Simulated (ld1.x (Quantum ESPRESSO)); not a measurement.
## Cutoff test, silicon (Si), ultrasoft

* Element: silicon
* Generator: ld1.x (Quantum ESPRESSO) 7.5
* Type: ultrasoft
* Functional: PBE
* Relativity: scalar-relativistic
* Frozen core: [He]
* Valence charge: 12
* Reference configuration: 2s2 2p6 3s2 3p2
* Partial waves: 2s (bound): rcut 0.80, rcutus 0.90 bohr; 3s (bound): rcut 0.80, rcutus 0.90 bohr; 2p (bound): rcut 0.80, rcutus 0.90 bohr; 3p (bound): rcut 0.80, rcutus 0.90 bohr
* Local potential: all-electron potential smoothed inside 0.85 bohr (lloc = -2)
* Core correction: a·sin(br)/r model core inside 0.80 bohr
* Augmentation charge: PSQ, radius 0.70 bohr

The pseudo-atom Hamiltonian at the reference potential is diagonalised in spherical Bessel functions j_l(qr) that vanish at 20 bohr, with q² up to the cutoff. All-electron valence levels (Ry): 2s -10.2531, 3s -0.7947, 2p -7.0235, 3p -0.3000.

Q: How do the lowest levels (Ry) of each channel move with the cutoff, and are there ghosts?

A:

| cutoff (Ry) | s #1 | s #2 | p #1 | p #2 | d #1 | d #2 | f #1 | Σ f·Δε (mRy) |
| --- | --- | --- | --- | --- | --- | --- | --- | --- |
| 8 | -7.2192 | -0.4249 | -1.7648 | -0.0278 | 0.0551 | 0.1331 | 0.1093 | 38906.2 |
| 21 | -9.6757 | -0.6652 | -4.9478 | -0.1429 | 0.0548 | 0.1319 | 0.1093 | 14184.1 |
| 45 | -10.2130 | -0.7534 | -6.7632 | -0.2283 | 0.0548 | 0.1317 | 0.1093 | 1870.3 |
| 90 | -10.2527 | -0.7910 | -7.0176 | -0.2670 | 0.0548 | 0.1316 | 0.1093 | 111.6 |
| 160 | -10.2533 | -0.7947 | -7.0233 | -0.2994 | 0.0548 | 0.1316 | 0.1093 | 4.0 |
| 300 | -10.2534 | -0.7948 | -7.0237 | -0.3000 | 0.0548 | 0.1316 | 0.1093 | 0.2 |
| 400 | -10.2534 | -0.7948 | -7.0237 | -0.3000 | 0.0548 | 0.1316 | 0.1093 | 0.0 |

Result: no extra level below or beside the all-electron valence levels (s, p, d, f tested); 10 mRy is reached at 160 Ry and 1 mRy at 230 Ry.
